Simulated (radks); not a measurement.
The numbers below are computed, except where a source is named.
How relativity changes the ionisation of the titanium ion Ti4+ ([Ar]) to Ti5+ ([Ne] 3s2 3p5). Spin-unpolarised spherical Kohn-Sham, PBE, point nucleus unless stated (finite: rms radius 3.5921 fm), a radial shooting solver on a logarithmic mesh with Libxc functionals. A level marked "c x" has the speed of light scaled by that factor and shares open shells by 2j + 1; other Dirac levels either fill j = l - 1/2 first or share by 2j + 1.

non-rel.: E(Ti4+) (hartree) -845.72379; E(Ti5+) (hartree) -842.06048; IE (eV) 99.684; HOMO 3p; <r> HOMO (bohr) 1.029
scalar-rel.: E(Ti4+) (hartree) -850.21468; E(Ti5+) (hartree) -846.54850; IE (eV) 99.762; HOMO 3p; <r> HOMO (bohr) 1.027
scalar-rel., finite nucleus: E(Ti4+) (hartree) -850.21287; E(Ti5+) (hartree) -846.54668; IE (eV) 99.762; HOMO 3p; <r> HOMO (bohr) 1.027
Dirac, 2j+1 shares: E(Ti4+) (hartree) -850.22328; E(Ti5+) (hartree) -846.55699; IE (eV) 99.765; HOMO 3p3/2; <r> HOMO (bohr) 1.029
Dirac, low j first: E(Ti4+) (hartree) -850.22328; E(Ti5+) (hartree) -846.56664; IE (eV) 99.502; HOMO 3p3/2; <r> HOMO (bohr) 1.029
Dirac, 2j+1 shares, finite nucleus: E(Ti4+) (hartree) -850.22146; E(Ti5+) (hartree) -846.55518; IE (eV) 99.765; HOMO 3p3/2; <r> HOMO (bohr) 1.029
Dirac, c x 1.5: E(Ti4+) (hartree) -847.70957; E(Ti5+) (hartree) -844.04495; IE (eV) 99.720; HOMO 3p3/2; <r> HOMO (bohr) 1.029
Dirac, c x 5: E(Ti4+) (hartree) -845.90161; E(Ti5+) (hartree) -842.23818; IE (eV) 99.687; HOMO 3p3/2; <r> HOMO (bohr) 1.029
Dirac, c x 10: E(Ti4+) (hartree) -845.76823; E(Ti5+) (hartree) -842.10489; IE (eV) 99.685; HOMO 3p3/2; <r> HOMO (bohr) 1.029

NIST Atomic Spectra Database: 99.30 eV (measured). The relativistic part of the total energy of Ti4+ is -4.498 hartree (Dirac, 2j+1 shares, finite nucleus), 0.53 % of the non-relativistic value. Spin polarisation and multiplet splitting of open shells are left out at every level.

Beside tabulated values, note that spin-unpolarised runs miss the spin-polarisation part of the exchange energy of open shells.
